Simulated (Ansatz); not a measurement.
CH4AlCl3O (`C[OH+][Al-]([Cl])([Cl])[Cl]`), 10 atoms. The species carries charge 0 and has multiplicity 1. All runs use 4 threads of an Arm Neoverse V2 on a shared host. Correlated methods freeze the cores.

(1) How many basis functions does each run have, and how long does it take in Ansatz? RKS r2SCANh-D4/def2-TZVPP energy; RKS PBE0-D4/def2-TZVP relaxation (12 steps); RKS SPW92 (LDA)/def2-TZVPP energy; RKS ωB97M-V/def2-SVP energy; RKS ωB97M-V/def2-QZVPP energy; RKS B2PLYP (frozen core)/def2-TZVPP energy; direct RPA on PBE orbitals/def2-TZVPP energy; RKS PBE0-D4/def2-QZVPP energy; RKS revPBE-D4/def2-TZVPP energy; RHF-CCSD(T)/def2-SVP energy; RHF-CCSD(T)/def2-TZVPP energy; RKS PBE0-D4/def2-SVP energy. (Best estimate.)

## Answers

(1) Computed: Other jobs shared the machine, so times are rough.

| level | job | functions | wall time | peak host memory (GiB) |
| --- | --- | --- | --- | --- |
| RKS PBE0-D4/def2-SVP | energy | 120 | 1.9 s | 0.51 |
| RKS SPW92 (LDA)/def2-TZVPP | energy | 286 | 2.1 s | 0.48 |
| RKS revPBE-D4/def2-TZVPP | energy | 286 | 3.4 s | 0.49 |
| RKS ωB97M-V/def2-SVP | energy | 120 | 8 s | 0.51 |
| RHF-CCSD(T)/def2-SVP | energy | 120 | 9 s | 0.58 |
| direct RPA on PBE orbitals/def2-TZVPP | energy | 286 | 9 s | 0.74 |
| RKS B2PLYP (frozen core)/def2-TZVPP | energy | 286 | 9.5 s | 0.86 |
| RKS r2SCANh-D4/def2-TZVPP | energy | 286 | 11 s | 1.1 |
| RKS PBE0-D4/def2-QZVPP | energy | 514 | 18 s | 2.8 |
| RKS ωB97M-V/def2-QZVPP | energy | 514 | 36 s | 3.2 |
| RKS PBE0-D4/def2-TZVP | relaxation (12 steps) | 234 | 82 s | 0.83 |
| RHF-CCSD(T)/def2-TZVPP | energy | 286 | 6.5 min | 8 |
